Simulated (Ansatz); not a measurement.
System: CHF, net charge 0, singlet state. 
Coordinates optimised at B3LYP-D3(BJ)/def2-TZVP (Ansatz, an electronic-structure program):
```
C
F 1 1.3097
H 1 1.1236 2 102.28
```
Charge 0, spin multiplicity 1.

Basis-set convergence of Hartree-Fock and CCSD correlation energies (hartree) with Ansatz. Correlated levels leave the core frozen unless marked. Spin-orbit coupling is left out. Non-relativistic.

The Hartree-Fock reference is unstable (checked in the largest basis), which strains HF and MP2. 

| basis | functions | E(HF) | E(corr, CCSD) |
|---|---|---|---|
| cc-pVDZ | 33 | -137.76509 | -0.31935 |
| cc-pVTZ | 74 | -137.81084 | -0.40421 |
| cc-pVQZ | 140 | -137.82189 | -0.43328 |
| cc-pV5Z | 237 | -137.82491 | -0.44383 |

Extrapolating the two largest sets (X = 4 and 5) as X^-3: E(corr) = (125·(-0.44383) - 64·(-0.43328))/61 = -0.4549 Eh, an estimate of the basis-set limit. The largest set recovers 97.6 % of it, the smallest 70.2 %.
